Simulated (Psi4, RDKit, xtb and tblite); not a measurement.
Conformational energy of SMILES S[SiH2][SiH2]c1ccco1 (C₄H₈OSSi₂). Scanned: dihedral H9–S1–Si2–Si3 and dihedral S1–Si2–Si3–C4; all other coordinates were relaxed at GFN2-xTB. GFN2-xTB can order the conformers of Si and Ge chains otherwise than DFT does. Points at φ and −φ are mirror images. Heavy atoms are numbered in the order of the SMILES S[SiH2][SiH2]c1ccco1, hydrogens after them in the order of the atoms that carry them; the mirror image has the same energies with the sign of each dihedral reversed.

- GFN2-xTB (xtb and tblite)
- MMFF94 // GFN2-xTB (RDKit)
- PBE/def2-SVP // GFN2-xTB (Psi4)
- PBE-D3(BJ)/def2-SVP // GFN2-xTB (Psi4)
- UFF // GFN2-xTB (RDKit)

Energies in kJ/mol at chosen points (x: dihedral H9–S1–Si2–Si3 (°); y: dihedral S1–Si2–Si3–C4 (°)), relative to x = 180, y = -30:

```json
[
 {"method": "GFN2-xTB", "(-30, 150)": "-2.6", "(0, -90)": "1.0", "(0, 90)": "1.0", "(180, 30)": "0.0", "(-120, -120)": "0.8", "(120, -60)": "1.9", "(180, 120)": "-2.0"},
 {"method": "MMFF94", "(-30, 150)": "1.0", "(0, -90)": "0.3", "(0, 90)": "0.3", "(180, 30)": "0.0", "(-120, -120)": "1.5", "(120, -60)": "-1.2", "(180, 120)": "-2.4"},
 {"method": "PBE/def2-SVP", "(-30, 150)": "1.3", "(0, -90)": "2.1", "(0, 90)": "2.1", "(180, 30)": "0.0", "(-120, -120)": "8.0", "(120, -60)": "2.3", "(180, 120)": "3.9"},
 {"method": "PBE-D3(BJ)/def2-SVP", "(-30, 150)": "2.5", "(0, -90)": "3.0", "(0, 90)": "3.0", "(180, 30)": "0.0", "(-120, -120)": "9.7", "(120, -60)": "2.5", "(180, 120)": "5.5"},
 {"method": "UFF", "(-30, 150)": "8.4", "(0, -90)": "5.0", "(0, 90)": "5.0", "(180, 30)": "0.0", "(-120, -120)": "10.8", "(120, -60)": "7.1", "(180, 120)": "5.5"}
]
```

MMFF94 has few fitted parameters for silicon.
